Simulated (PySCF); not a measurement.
# Basis and Hamiltonian dependence of the ionisation energy of Cr

Cr [Ar] 3d5 4s1 (7S) → Cr⁺ [Ar] 3d5 (6S). All values are computed (PySCF 2.14, energy differences of UHF-based or UKS calculations, no spin-orbit coupling). Values in eV.

| basis | Hamiltonian | functions | UHF | r2SCAN | PBE0 | MP2 (valence) | CCSD(T) (valence) | CCSD(T) (valence and next inner shell) |
| --- | --- | --- | --- | --- | --- | --- | --- | --- |
| 6-31G* | non-relativistic | 34 | 5.459 | 6.167 | n/a | 5.644 | n/a | n/a |
| x2c-SVPall | spin-free X2C | 36 | 6.029 | 7.351 | 7.048 | 6.327 | n/a | n/a |
| cc-pVDZ-DK | spin-free X2C | 43 | 6.012 | n/a | 7.015 | 6.442 | n/a | n/a |
| pcseg-2 | non-relativistic | 56 | 5.924 | n/a | 6.932 | 6.366 | n/a | n/a |
| aug-cc-pVDZ | non-relativistic | 59 | 5.911 | 7.178 | 6.892 | 6.354 | 6.420 | n/a |
| ANO-RCC-VTZP | spin-free X2C | 59 | 6.025 | 7.327 | 7.060 | 6.489 | 6.537 | 6.721 |
| def2-TZVPPD | non-relativistic | 67 | 5.915 | 7.225 | 6.935 | 6.366 | 6.413 | 6.598 |
| cc-pVTZ-DK | spin-free X2C | 68 | 6.005 | n/a | 7.057 | 6.483 | n/a | n/a |
| x2c-TZVPPall with one added diffuse shell each of s, p, d, f type | spin-free X2C | 80 | 6.016 | 7.367 | 7.065 | 6.515 | 6.588 | 6.776 |
| x2c-QZVPPall | spin-free X2C | 96 | 6.008 | 7.353 | 7.050 | 6.511 | 6.573 | n/a |
| dyall-av2z | non-relativistic | 101 | 5.911 | 7.222 | 6.935 | 6.372 | 6.444 | n/a |
| x2c-QZVPPall with one added diffuse shell each of s, p, d, f, g type | spin-free X2C | 121 | 6.008 | 7.354 | 7.050 | 6.524 | n/a | n/a |
| aug-cc-pwCVTZ | non-relativistic | 127 | 5.902 | 7.211 | 6.924 | 6.396 | 6.468 | n/a |
| aug-cc-pVQZ-DK | spin-free X2C | 140 | 6.004 | 7.352 | 7.052 | 6.526 | n/a | n/a |

Frozen in the all-electron rows: valence: [Ar]; valence and next inner shell: [Ne].

At UHF, 6-31G* lies more than 0.3 eV from the median of the rows with comparable relativity.

Non-relativistic rows lack the scalar-relativistic shift.

Reference for a calculation without spin-orbit coupling: 6.767 eV (measured, between term centres; NIST).
